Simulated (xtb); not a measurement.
H4O3Si, SMILES O[SiH](O)O. All values are semi-empirical tight-binding results from xtb (GFN2-xTB unless named), good for trends rather than for accurate numbers. Coordinates come from a GFN2-xTB optimisation. Other conformers were not sampled.

Optimised geometry:

```xyz
8

Si    -0.0736     0.3110    -0.0824
O     -1.2149    -0.7048    -0.6294
O      0.0178     0.1643     1.5311
O      1.3535    -0.1166    -0.7266
H     -0.4004     1.6829    -0.4469
H     -1.1912    -0.9803    -1.5398
H     -0.7851     0.0509     2.0292
H      2.1555     0.1499    -0.2892
```

Q: Estimate the properties. (The exact figures need the calculation; the answer reports its results.)

A: 
point group as xtb finds it: C3
orbital gap: 8.63 eV
dipole moment: 0.43 D
zero-point energy: 31.1 kcal/mol
G − E(el) at 298.15 K (modified RRHO): 13.7 kcal/mol
static polarisability (D4 model): 50.0 bohr³
solvation energy, GFN2-xTB/ALPB(water): -10.8 kcal/mol
solvation energy, GFN2-xTB/ALPB(benzene): -2.9 kcal/mol

Computed atomic charges and the Wiberg bond orders between heavy atoms:
charges (e) Si1 0.61, O2 -0.48, O3 -0.48, O4 -0.48, H5 -0.08, H6 0.30, H7 0.31, H8 0.30. Bond orders Si1–O2 1.15, Si1–O3 1.15, Si1–O4 1.15.
